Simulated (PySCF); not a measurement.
**Working with the constants of AuSe**

PBE constants of AuSe, ²Π (doublet), unpaired electrons π ↑ (PySCF, scalar-relativistic core potentials, basis sets Au def2-TZVPP with ECP60, Se def2-TZVPP; masses 196.9666 and 79.9165 u):

| Property | Result |
| --- | --- |
| ωe | 257.0 cm⁻¹ |
| ωexe | 0.725 cm⁻¹ |
| Be | 0.055231 cm⁻¹ |
| αe | 0.000197 cm⁻¹ |
| De to Au (5d10 6s1) + Se | 2.68 eV |

Task: What force constant and bond length do these constants imply?

Result: Reduced mass μred = 56.850 u; k = 5.8918×10⁻⁷·μred·ωe² (u, cm⁻¹, mdyn/Å) = 2.21 mdyn/Å; Re = √(16.8576/(μred·Be)) (u, cm⁻¹, Å) = 2.317 Å.

Task: Estimate the centrifugal constant D from the Kratzer relation and find the Dunham coefficient a1.

Result: D = 4Be³/ωe² = 1.02e-08 cm⁻¹; a1 = −1 − αeωe/(6Be²) = -3.77.

These are scalar-relativistic numbers at best; spin–orbit coupling would shift them, the dissociation energy most. With d or f electrons several states lie close, and the lowest PBE0 determinant need not be the measured ground state.
